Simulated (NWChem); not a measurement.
Molecule: CdH2; SMILES [CdH2]

All runs: NWChem. Medium grid unless said otherwise, to which SCAN and Minnesota functionals are sensitive. The geometry was optimised at PBE0/def2-SVP. def2 effective core potentials on Cd; no spin-orbit coupling. Hybrids' shares of exact exchange are those that their runs print; pure functionals count as 0. The functionals differ in more than this share.

| row | share of exact exchange | orbital gap (eV) |
|---|---|---|
| PBE/def2-SVP | 0.00 | 5.28 |
| RPBE/def2-SVP | 0.00 | 5.27 |
| B3LYP/def2-SVP | 0.20 | 6.61 |
| B97-2/def2-SVP | 0.21 | 6.85 |
| MN15/def2-SVP | 0.44 | withheld |

**Question.** Fit a straight line of the last column on the one before it, predict the withheld value, and compare with the run.

**Answer.** 
1. Means of the 4 shown rows: x = 0.103, y = 6.002. Slope Σ(x − x̄)(y − ȳ)/Σ(x − x̄)² = 0.2995/0.04208 = 7.118; intercept 5.273.
2. The shown rows scatter about the line by 0.060 (root mean square); the largest residual is -0.09, at B3LYP/def2-SVP.
3. At x = 0.44 (MN15/def2-SVP; beyond the shown range) the line gives 8.40.
4. The run gives 8.22, -0.18 from the line, 3.0 times the scatter.
